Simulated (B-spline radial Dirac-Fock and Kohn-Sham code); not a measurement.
# Core and valence levels of La²⁵⁺

System: the La²⁵⁺ ion, configuration [Ar] 3d10 4s2 4p2; nuclear rms radius 4.855 fm (A = 139).

Input of the calculation (task.json; shells as n, l, electrons):

```json
{"items": [{
  "Z": 57,
  "q": 25,
  "cfg": [[1, 0, 2], [2, 0, 2], [2, 1, 6], [3, 0, 2], [3, 1, 6], [3, 2, 10], [4, 0, 2], [4, 1, 2]],
  "A": 139,
  "rrms": 4.855,
  "do": ["binding"]
}]}
```

Command: `python xray_run.py task.json out`

Method: Dirac-Fock ΔSCF + Breit + QED. Computed with a radial B-spline solver. No correlation. Energies are counted from the vacuum level.

All terms are in eV, carry their sign (relaxation lowers the binding energy) and add up to the binding energy; ⟨r⟩ is the mean radius of the orbital in the initial state.

| subshell | −ε (Koopmans) | relaxation | Gaunt | retardation | self-energy | vacuum polarisation | binding energy | ⟨r⟩ (bohr) |
| --- | --- | --- | --- | --- | --- | --- | --- | --- |
| 1s | 39951.4 | -51.07 | -106.44 | 8.85 | -58.55 | 8.61 | 39752.8 | 0.025 |
| 2s | 7120.0 | -20.70 | -10.54 | 0.68 | -7.52 | 1.03 | 7082.9 | 0.107 |
| 2p1/2 | 6746.0 | -24.19 | -18.39 | 2.05 | 0.40 | -0.01 | 6705.9 | 0.090 |
| 2p3/2 | 6330.2 | -22.70 | -13.19 | 2.51 | -0.29 | -0.05 | 6296.5 | 0.096 |
| 3s | 2137.8 | -4.02 | -1.89 | 0.12 | -1.63 | 0.21 | 2130.6 | 0.280 |
| 3p1/2 | 1979.2 | -4.58 | -3.33 | 0.36 | 0.08 | -0.01 | 1971.7 | 0.270 |
| 3p3/2 | 1893.8 | -4.16 | -2.29 | 0.47 | -0.05 | -0.01 | 1887.8 | 0.281 |
| 3d3/2 | 1624.6 | -5.45 | -1.35 | 0.13 | 0.15 | -0.01 | 1618.1 | 0.252 |
| 3d5/2 | 1606.4 | -5.26 | -0.89 | 0.13 | 0.10 | -0.01 | 1600.5 | 0.255 |
| 4s | 925.5 | -0.37 | -0.57 | 0.05 | -0.46 | 0.06 | 924.2 | 0.590 |
| 4p | 852.2 | -0.35 | -0.75 | 0.14 | 0.00 | 0.00 | 851.2 | 0.611 |

For the deepest level, K (1s), the Breit terms make up -0.245 % of the binding energy, QED -0.126 % and orbital relaxation -0.128 %.

Spin-orbit splittings: 2p 409.4 eV, 3p 83.98 eV, 3d 17.62 eV.

Going to the tabulated ground configuration of the next ion removes an electron from N2,3 (4p), computed at 851.2 eV. NIST lists 865 ± 4 eV as the ionisation energy of this species (theoretical), +13.78 eV from the computed value. Where a p, d or f shell is open in either ion the computed value averages over both j values and all terms, while the table refers to the lowest levels; that difference holds spin-orbit splitting (largest in heavy or highly charged ions), term energies where several electrons share open shells, and correlation, and it can reach 10 % or more.
